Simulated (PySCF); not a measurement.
Spinor energies of Te⁴⁹⁺ (tellurium, charge +49)

Start: [He] 2s1; 2s1/2 filled at m_j = +1/2. Calculated with PySCF 2.14 in an even-tempered Gaussian basis (17 s from 28 bohr⁻², ratio 2.4; 12 p from 37 bohr⁻², ratio 2.4; 5 d from 110 bohr⁻², ratio 2.6; 4 f from 170 bohr⁻², ratio 2.6): generalised Hartree-Fock with the X2C-1e Hamiltonian and a Gaussian nucleus; one run each with spin-orbit coupling (SO) switched off, then screened by Boettger's factors.

| spinor shell | electrons | ε, spin-free (eV) | ε, screened SO (eV) | weight of nominal j (screened SO) | rms radius, screened SO (bohr) |
| --- | --- | --- | --- | --- | --- |
| 1s1/2 | 2 | -36965.7 | -36965.7 | 1.000 | 0.0316 |
| 2s1/2 | 1 | -9048.4 | -9048.4 | 1.000 | 0.121 |

| quantity | spin-free | screened SO |
| --- | --- | --- |
| E (hartree) | -3106.16466 | -3106.16466 |
| M_J | 1/2 | 1/2 |
| ⟨J²⟩ | 0.750 | 0.750 |
| ⟨L²⟩ | 0.000 | 0.000 |
| ⟨S²⟩ | 0.750 | 0.750 |

Each row is a mean over spinors that exchange with the open shell spreads, by up to 37.246 eV (1s1/2).

Breit and QED terms are absent; they matter most for the inner s and p1/2 levels.

Densities and radii are taken from the X2C orbitals without a picture-change correction, which distorts them close to the nucleus.

Without spin-orbit coupling the j labels of p, d and f shells carry no meaning; the spin-free column gives the mean over the occupied spinors of each nl shell.
